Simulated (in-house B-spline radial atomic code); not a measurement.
Results of a calculation; reference values are marked as such.
# Weak and strong correlation along the adiabatic connection

Two-electron singlets in several external potentials (atomic units), by full CI in B-splines with partial waves to l = 8 (correlation energies up to 0.6 % small). The repulsion is scaled by λ at fixed density; W(λ) is the mean repulsion less the Hartree energy, W(0) = E_x, and the area under W from 0 to 1 is E_xc.

One system gave this curve:

```csv
λ,W (hartree)
0,-0.21789
0.02,-0.21988
0.05,-0.2227
0.12,-0.22863
0.25,-0.23762
0.4,-0.24557
0.6,-0.25345
0.8,-0.25928
1,-0.26377
1.4,-0.27025
2,-0.27655
3,-0.28284
4.5,-0.28823
7,-0.29317
```

(1) Which system is it?
A. −Z/r, Z = 1.5, wall at 6 bohr
B. −V exp(−r²/w²), V = 0.688, w = 9.51
C. −V exp(−r²/w²), V = 19.8, w = 1.66
D. −Z exp(−kr)/r, Z = 6.69, k = 0.687

## Answers

(1) B. The exchange energy sets the size: −V exp(−r²/w²), V = 0.688, w = 9.51: E_x = -0.218, E_c = -0.0291; −Z exp(−kr)/r, Z = 6.69, k = 0.687: E_x = -3.92, E_c = -0.0451; −V exp(−r²/w²), V = 19.8, w = 1.66: E_x = -1.4, E_c = -0.0442; −Z/r, Z = 1.5, wall at 6 bohr: E_x = -0.716, E_c = -0.0407 hartree.
